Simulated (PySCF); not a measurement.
Ionisation energy of Os⁴⁸⁺ by level of theory

Os⁴⁸⁺ [Ar] 3d10 → Os⁴⁹⁺ [Ar] 3d9 [3d3/2^4 3d5/2^5, M_J = 5/2], as a difference of total energies. All numbers are calculated (PySCF 2.14, the two-component X2C-1e Hamiltonian, in an uncontracted even-tempered set (15 s from 12 bohr⁻², ratio 2.8; 13 p from 16 bohr⁻², ratio 2.8; 8 d from 16 bohr⁻², ratio 2.8; 3 f from 60 bohr⁻², ratio 3)). Correlated levels: [Ne] frozen; the 78 highest virtual spinors dropped. "Screened" scales the spin-orbit matrix elements by Boettger's factors to mimic the two-electron term; Breit and QED terms are absent.

```csv
method,ionisation energy (eV)
GHF (spin-free),4406.9
GMP2 (spin-free),4408.3
GHF (screened spin-orbit),4375.5
GMP2 (screened spin-orbit),4376.9
```

Breit and QED terms and the two-electron picture change are absent.

The spin-free rows lack the spin-orbit shift.

For comparison: 4374 ± 4 eV (theoretical estimate listed by NIST; NIST Atomic Spectra Database, ionization energies).
